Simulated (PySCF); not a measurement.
Compound: C7H10NP.
SMILES: `CP(C)c1ccccn1`

All values: wB97X-D/def2-SVPD (PySCF, non-relativistic), on one gas-phase PBE0-D3(BJ)/def2-SVP geometry that isn't relaxed in the solvent. The solvent is an IEF-PCM continuum (cavity from Bondi-type radii × 1.2), and excitations are vertical TDDFT with non-equilibrium linear response and a frozen core. Only the electrostatic response of the medium enters.

Gas-phase singlets (H = HOMO, L = LUMO):

```json
{"state": "S1", "E (eV)": "4.798", "λ (nm)": "258", "f": "0.058", "leading configuration": "H→L 54%"}
{"state": "S2", "E (eV)": "5.028", "λ (nm)": "247", "f": "0.029", "leading configuration": "H→L+1 52%"}
{"state": "S3", "E (eV)": "5.137", "λ (nm)": "241", "f": "0.094", "leading configuration": "H-1→L 55%"}
{"state": "S4", "E (eV)": "5.416", "λ (nm)": "229", "f": "0.050", "leading configuration": "H-1→L+1 51%"}
{"state": "S5", "E (eV)": "6.057", "λ (nm)": "205", "f": "0.005", "leading configuration": "H-2→L 63%"}
```

Problem. What are the lowest 5 singlets in acetone (ε = 20.49)?

Solution. 
| state | E (eV) | λ (nm) | f | leading configuration | change by rank (eV) |
| --- | --- | --- | --- | --- | --- |
| S1 | 4.903 | 253 | 0.110 | H→L 60% | +0.105 |
| S2 | 5.167 | 240 | 0.145 | H-1→L 46% | +0.139 |
| S3 | 5.201 | 238 | 0.011 | H→L+1 42% | +0.064 |
| S4 | 5.521 | 225 | 0.061 | H-1→L+1 52% | +0.105 |
| S5 | 6.134 | 202 | 0.006 | H-2→L 61% | +0.077 |

Problem. The ground-state energy changes by -0.229 eV from gas to acetone. By how much does the total energy of gas-phase S1 change?

Solution. E(S1) = E(S0) + excitation energy, so it changes by -0.229 + 0.105 = -0.124 eV: it is lowered less than the ground state, which is what a blue shift means. This is the vertical state, with the slow part of the continuum still set for S0.

Problem. How do the frontier levels move from gas to acetone?

Solution. 
```csv
orbital,gas (eV),solvent (eV),change (eV)
LUMO+2,2.36,2.44,+0.08
LUMO+1,1.05,1.06,+0.01
LUMO,0.82,0.80,-0.02
HOMO,-8.10,-8.26,-0.16
HOMO-1,-9.22,-9.33,-0.11
HOMO-2,-9.74,-9.79,-0.05
HOMO-3,-10.24,-10.25,-0.01
```

The HOMO–LUMO gap goes from 8.92 to 9.07 eV. Rows go by rank; for LUMO+2 the atom shares or the degeneracy differ between the runs, so the row needn't follow one orbital.

Conformer computed: `[CH3:1][P:2]([CH3:3])[c:4]1[cH:5][cH:6][cH:7][cH:8][n:9]1`: C1–P2–C4–C5 -71°.

wB97X-D is run here without its empirical dispersion term; that term would change no orbital, density or response property at a fixed geometry.
